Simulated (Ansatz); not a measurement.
C2H5BClFSi, SMILES `F[C@@H]1B[Si@H](Cl)C1`. Total charge 0; spin multiplicity 1.

Z-matrix (Å, degrees):
```
C
B 1 1.518
Si 1 2.365 2 57.6
C 1 1.513 2 110.9 3 -6.2
F 1 1.353 2 129.2 3 -172.6
H 1 1.202 2 68.4 3 91.4
H 2 1.187 1 129.6 3 -176.2
Cl 3 2.060 1 122.6 2 -88.1
H 3 1.483 1 129.7 2 101.6
H 4 1.092 1 110.5 2 -104.1
H 4 1.090 1 115.9 2 130.6
```

Task: Give the diagnostics of a CCSD(T)/def2-TZVPP run (frozen core, Ansatz 0.2.0). (Estimate.)

Result: Ansatz gave: T1 = 0.0122, largest single amplitude 0.015, largest double 0.017, (T) share of the correlation energy 4.0 %, 10 CCSD cycles. The RHF solution is stable towards an unrestricted one. T1 lies under the customary mark of 0.02 for closed shells.
